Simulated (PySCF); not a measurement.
Species: C2H6F2GeO.
SMILES with atom numbers: `[OH:1][CH2:2][CH2:3][GeH:4]([F:5])[F:6]` (hydrogens: H7 on O1; H8, H9 on C2; H10, H11 on C3; H12 on Ge4)

Method: PBE0-D3(BJ)/def2-SVP geometry optimisation, gas phase in PySCF 2.14.0; density fitting, grid level 1; the optimiser is geomeTRIC in internal coordinates, started from a GFN2-xTB structure with every atom displaced at random (about 0.01 Å).

Step 2: E = -66141.5416 eV
```
atom  x, y, z in Å  |  force x, y, z in eV/Å
O1      1.1716    0.3613   -1.1087   -0.017  -0.054   0.041
C2      1.2498    0.1161    0.2821   -0.044   0.045  -0.070
C3      0.0198   -0.6968    0.6438    0.044   0.040  -0.025
Ge4    -1.4686    0.0031   -0.3966   -0.007   0.003   0.238
F5     -2.9229   -0.6341    0.3357    0.161   0.110  -0.120
F6     -1.5339    1.7066   -0.0353   -0.016  -0.108  -0.043
H7      1.8226    1.0237   -1.3614   -0.017   0.011   0.017
H8      2.1819   -0.4222    0.5380   -0.016  -0.013   0.044
H9      1.2397    1.0630    0.8512    0.003   0.008  -0.005
H10    -0.2455   -0.5961    1.7065   -0.001  -0.034   0.012
H11     0.1556   -1.7692    0.4330   -0.057   0.021  -0.070
H12    -1.6306   -0.1819   -1.9002   -0.034  -0.030  -0.018
```

Step 3: E = -66141.5465 eV
```
atom  x, y, z in Å  |  force x, y, z in eV/Å
O1      1.1622    0.3578   -1.1060    0.037  -0.019   0.011
C2      1.2480    0.1171    0.2838   -0.012  -0.002  -0.018
C3      0.0241   -0.7003    0.6451   -0.011   0.020   0.072
Ge4    -1.4568    0.0035   -0.3918   -0.045   0.027   0.038
F5     -2.9167   -0.6173    0.3309    0.042   0.039  -0.021
F6     -1.5231    1.7076   -0.0456    0.007  -0.031  -0.011
H7      1.8025    1.0300   -1.3599   -0.014   0.015  -0.007
H8      2.1809   -0.4188    0.5425    0.002   0.006   0.011
H9      1.2344    1.0647    0.8521    0.000   0.004  -0.010
H10    -0.2410   -0.6075    1.7087    0.008  -0.042   0.006
H11     0.1512   -1.7708    0.4221   -0.007   0.009  -0.057
H12    -1.6263   -0.1924   -1.8939   -0.007  -0.027  -0.014
```

Step 4: E = -66141.5495 eV
```
atom  x, y, z in Å  |  force x, y, z in eV/Å
O1      1.1646    0.3559   -1.1034    0.022  -0.020  -0.016
C2      1.2470    0.1179    0.2864    0.012  -0.009   0.017
C3      0.0265   -0.7055    0.6454   -0.033   0.027   0.056
Ge4    -1.4525    0.0031   -0.3885   -0.017   0.023  -0.074
F5     -2.9168   -0.5926    0.3368   -0.041  -0.012   0.044
F6     -1.5085    1.7097   -0.0631    0.017   0.031   0.007
H7      1.7892    1.0434   -1.3557   -0.014   0.008   0.007
H8      2.1823   -0.4115    0.5503    0.001   0.004   0.003
H9      1.2260    1.0661    0.8531   -0.005   0.002  -0.007
H10    -0.2359   -0.6272    1.7110    0.014  -0.037  -0.003
H11     0.1483   -1.7726    0.4043    0.030   0.000  -0.039
H12    -1.6308   -0.2130   -1.8885    0.014  -0.016   0.005
```

Step 5: E = -66141.5531 eV
```
atom  x, y, z in Å  |  force x, y, z in eV/Å
O1      1.1676    0.3479   -1.0989    0.023   0.000  -0.046
C2      1.2437    0.1195    0.2918    0.021  -0.012   0.060
C3      0.0299   -0.7148    0.6435   -0.067   0.003   0.036
Ge4    -1.4476    0.0040   -0.3856    0.002   0.000  -0.120
F5     -2.9189   -0.5500    0.3545   -0.073  -0.036   0.072
F6     -1.4769    1.7163   -0.0940    0.017   0.062   0.014
H7      1.7622    1.0629   -1.3465   -0.004   0.010   0.002
H8      2.1832   -0.3970    0.5670    0.001   0.003  -0.009
H9      1.2061    1.0698    0.8543   -0.002   0.004  -0.013
H10    -0.2270   -0.6641    1.7118    0.009  -0.031  -0.004
H11     0.1526   -1.7743    0.3707    0.051  -0.004  -0.010
H12    -1.6354   -0.2467   -1.8804    0.019   0.002   0.018
```

Question: Estimate the geometry and energy of step 6. (The exact step hangs on the optimiser's Hessian estimate; all steps are aligned on step 5, rigid shifts and turns removed.)

Answer: E = -66141.5556 eV, largest force 0.078 eV/Å
```
atom  x, y, z in Å  |  force x, y, z in eV/Å
O1      1.1790    0.3398   -1.0967   -0.002  -0.002  -0.036
C2      1.2395    0.1220    0.2970    0.029  -0.004   0.058
C3      0.0304   -0.7235    0.6391   -0.043   0.006  -0.019
Ge4    -1.4479    0.0045   -0.3844    0.008  -0.016  -0.072
F5     -2.9214   -0.5139    0.3783   -0.053  -0.028   0.050
F6     -1.4492    1.7223   -0.1208    0.009   0.041   0.007
H7      1.7475    1.0777   -1.3382    0.000   0.006   0.009
H8      2.1813   -0.3822    0.5864    0.000   0.000  -0.005
H9      1.1853    1.0759    0.8518   -0.004   0.001  -0.009
H10    -0.2222   -0.7000    1.7091    0.005  -0.015  -0.003
H11     0.1625   -1.7750    0.3395    0.041  -0.003   0.007
H12    -1.6453   -0.2739   -1.8730    0.010   0.015   0.012
```

The energy changes by -0.0025 eV. The first-order estimate −F·Δx gives -0.0031 eV and the mean of the old and new forces, exact on a quadratic surface, -0.0021 eV. The step makes an angle of 81° with the force vector and moves no atom by more than 0.043 Å.

The cost below is that of the whole optimisation. Time: 1.8 min wall; peak memory 0.56 GiB. Hardware: an Arm Neoverse V1 with one thread, shared host with 32 logical CPUs at a one-minute load of 36.
